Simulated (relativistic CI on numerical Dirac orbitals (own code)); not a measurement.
**Os7+: resonant inelastic scattering at the O2,3 edge**

Computed with this model: Dirac-Coulomb-Breit CI, orbitals from a KLI potential per configuration, QED by a radiative potential, valence Slater integrals scaled by 0.8, Kramers-Heisenberg scattering through one core-hole configuration in a parametric crystal field; configurations [Xe] 4f14 5d → [Kr] 4d10 4f14 5s2 5p5 5d2; 10 K; core-hole width 1 eV; summed over polarisations. Incident energies are the highest absorption maxima for each field (at most a few, so the weaker spin-orbit partner edge can be absent), on the computed scale of the free ion. Intensities are in per cent of the strongest line above 0.02 eV; levels within 1 cm⁻¹ are merged; final levels count from the ground level, the first row holds all elastic scattering, lines under 0.4 are left out and each table stops after 24 rows. The scale of the Slater integrals is a model choice and moves the terms in proportion.

Field parameters in Wybourne normalisation: D4h B²₀ = −7Ds, B⁴₀ = 21(Dq − Dt), B⁴₄ = 21√(5/14) Dq. The field is a parameter set, without covalency.

S is read from ⟨S²⟩ = S(S + 1).

D4h, 10Dq = 32950, Ds = -1500, Dt = 280 cm⁻¹:

```
Final level (eV)  Degeneracy  Irrep     S  54.9 eV  67.3 eV  68.6 eV
           0.000           2     Γ7  0.50     63.0    167.2    202.9
           0.571           2     Γ6  0.50     12.7     46.9    100.0
           1.501           2     Γ7  0.50      3.2      3.3     40.1
           4.525           2     Γ7  0.50      1.7      8.8      5.4
           5.092           2     Γ6  0.50      0.6     12.3      7.8
```

D4h, 10Dq = 32950, Ds = -860, Dt = 280 cm⁻¹:

```tsv
Final level (eV)	Degeneracy	Irrep	S	54.9 eV	67.3 eV	68.5 eV
0.000	2	Γ7	0.50	64.3	132.7	182.8
0.367	2	Γ6	0.50	10.3	52.1	100.0
1.339	2	Γ7	0.50	2.5	2.5	33.2
4.558	2	Γ7	0.50	1.8	7.4	5.1
4.813	2	Γ6	0.50	0.5	11.4	7.5
```

For the first field the strongest loss at the lowest incident energy is the level at 0.57 eV (S = 0.50, against 0.50 in the thermal ground state).
